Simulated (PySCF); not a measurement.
HfF2I2, SMILES [F][Hf]([F])([I])[I], multiplicity 1. The structure is a stationary point at B3LYP-D3(BJ)/def2-SVP. The spin state was assumed, not searched. The structure was generated by enumeration; whether it is a known compound was not checked. The def2 effective core potentials stand for the cores of Hf, I; spin–orbit coupling is left out.

Give the equilibrium geometry at B3LYP-D3(BJ)/def2-SVP (PySCF confirms it by a frequency run) as bond lengths and angles, and its point group. (Estimate from the structure and the level; the computed values follow.)

point group C2v.
Atoms: Hf1 F2 F3 I4 I5. Bonds (Å): Hf1–F2 1.899, Hf1–F3 1.899, Hf1–I4 2.716, Hf1–I5 2.716. Bond angles (°): F2–Hf1–F3 109.0, F2–Hf1–I4 109.4, F2–Hf1–I5 109.4, F3–Hf1–I4 109.4, F3–Hf1–I5 109.4, I4–Hf1–I5 110.2.
